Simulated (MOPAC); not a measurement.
MOPAC input (MNDO):

```
MNDO 1SCF CHARGE=1 GEO-OK AUX(PRECISION=9) THREADS=1
C2H10GeN

C    -1.48889900 1   -1.37204900 1    0.01822200 1
N    -0.24473300 1   -0.76946500 1    0.59240800 1
C     0.90635800 1   -1.72540900 1    0.54877100 1
Ge    0.20672400 1    0.97513000 1   -0.28382900 1
H    -1.31967300 1   -1.58987500 1   -1.03411700 1
H    -1.72241500 1   -2.29460700 1    0.54669400 1
H    -2.31367100 1   -0.67076300 1    0.12158600 1
H    -0.43098200 1   -0.55924100 1    1.57327400 1
H     1.77249400 1   -1.27357400 1    1.02667000 1
H     0.63615900 1   -2.64255500 1    1.06911700 1
H     1.13485000 1   -1.95197800 1   -0.49044100 1
H     0.45935600 1    0.53172100 1   -1.71970600 1
H     1.43623100 1    1.42479000 1    0.49668900 1
H    -1.05914300 1    1.79292000 1   -0.05603600 1
```

From the output:

```
                                                       MOPAC v23.2.5 Linux

          FINAL HEAT OF FORMATION =        163.62779 KCAL/MOL =     684.61869 KJ/MOL

          COSMO AREA              =        131.82 SQUARE ANGSTROMS
          COSMO VOLUME            =        126.55 CUBIC ANGSTROMS

          IONIZATION POTENTIAL    =         16.986584 EV
          HOMO LUMO ENERGIES (EV) =        -16.987 -4.460
          NO. OF FILLED LEVELS    =         13
          MOLECULAR WEIGHT        =        120.6977         POINT GROUP:  Cs

          MOLECULAR DIMENSIONS (Angstroms)

            Atom       Atom       Distance
            H    13    H     6     4.87990
            H    14    H    10     4.30663
            H    12    H     8     3.16225

          SCF CALCULATIONS        =          1

   ATOM   CHEMICAL          X               Y               Z
  NUMBER   SYMBOL      (ANGSTROMS)     (ANGSTROMS)     (ANGSTROMS)

     1       C         -1.48889900  *  -1.37204900  *   0.01822200  *
     2       N         -0.24473300  *  -0.76946500  *   0.59240800  *
     3       C          0.90635800  *  -1.72540900  *   0.54877100  *
     4      Ge          0.20672400  *   0.97513000  *  -0.28382900  *
     5       H         -1.31967300  *  -1.58987500  *  -1.03411700  *
     6       H         -1.72241500  *  -2.29460700  *   0.54669400  *
     7       H         -2.31367100  *  -0.67076300  *   0.12158600  *
     8       H         -0.43098200  *  -0.55924100  *   1.57327400  *
     9       H          1.77249400  *  -1.27357400  *   1.02667000  *
    10       H          0.63615900  *  -2.64255500  *   1.06911700  *
    11       H          1.13485000  *  -1.95197800  *  -0.49044100  *
    12       H          0.45935600  *   0.53172100  *  -1.71970600  *
    13       H          1.43623100  *   1.42479000  *   0.49668900  *
    14       H         -1.05914300  *   1.79292000  *  -0.05603600  *

                             CARTESIAN COORDINATES

   1    C       -1.488899000    -1.372049000     0.018222000
   2    N       -0.244733000    -0.769465000     0.592408000
   3    C        0.906358000    -1.725409000     0.548771000
   4   Ge        0.206724000     0.975130000    -0.283829000
   5    H       -1.319673000    -1.589875000    -1.034117000
   6    H       -1.722415000    -2.294607000     0.546694000
   7    H       -2.313671000    -0.670763000     0.121586000
   8    H       -0.430982000    -0.559241000     1.573274000
   9    H        1.772494000    -1.273574000     1.026670000
  10    H        0.636159000    -2.642555000     1.069117000
  11    H        1.134850000    -1.951978000    -0.490441000
  12    H        0.459356000     0.531721000    -1.719706000
  13    H        1.436231000     1.424790000     0.496689000
  14    H       -1.059143000     1.792920000    -0.056036000

           Empirical Formula: C2 H10 N Ge  =    14 atoms

      MOLECULAR POINT GROUP   :   Cs

                  EIGENVALUES
 -45.02786 -35.49645 -31.20108 -23.97939 -23.00856 -21.80919 -19.84028 -19.27089
 -19.09838 -18.90171 -18.12545 -16.99174 -16.98658  -4.46019  -3.28225  -2.75145
  -2.74517  -2.65888  -1.75377  -1.49368  -1.10872  -0.98813  -0.83665  -0.62158
   0.29956   0.37395

              NET ATOMIC CHARGES AND DIPOLE CONTRIBUTIONS

  ATOM NO.   TYPE          CHARGE      No. of ELECS.   s-Pop       p-Pop
    1          C           0.105794        3.8942     1.22853     2.66568
    2          N          -0.380545        5.3805     1.56651     3.81403
    3          C           0.105795        3.8942     1.22853     2.66568
    4         Ge           1.676902        2.3231     0.91265     1.41045
    5          H           0.051255        0.9487     0.94874
    6          H           0.054034        0.9460     0.94597
    7          H           0.051182        0.9488     0.94882
    8          H           0.182251        0.8177     0.81775
    9          H           0.051182        0.9488     0.94882
   10          H           0.054034        0.9460     0.94597
   11          H           0.051255        0.9487     0.94874
   12          H          -0.337186        1.3372     1.33719
   13          H          -0.332977        1.3330     1.33298
   14          H          -0.332977        1.3330     1.33298
 DIPOLE           X         Y         Z       TOTAL
 POINT-CHG.    -0.494    -2.059     0.860     2.286
 HYBRID        -0.231    -0.534     0.687     0.900
 SUM           -0.725    -2.593     1.548     3.105

          ATOMIC ORBITAL ELECTRON POPULATIONS

     Atom    s        px        py        pz
    1  C   1.22853   0.78712   0.94207   0.93649
    2  N   1.56651   1.20057   1.39496   1.21850
    3  C   1.22853   0.81221   0.87799   0.97548
    4 Ge   0.91265   0.54394   0.36102   0.50549
    5  H   0.94874
    6  H   0.94597
    7  H   0.94882
    8  H   0.81775
    9  H   0.94882
   10  H   0.94597
   11  H   0.94874
   12  H   1.33719
   13  H   1.33298
   14  H   1.33298

 **********************
 *                    *
 * JOB ENDED NORMALLY *
 *                    *
 **********************

 == MOPAC DONE ==
```

The dipole moment of an ion depends on the origin.

The geometry given is a B3LYP-D3(BJ)/def2-TZVP minimum.
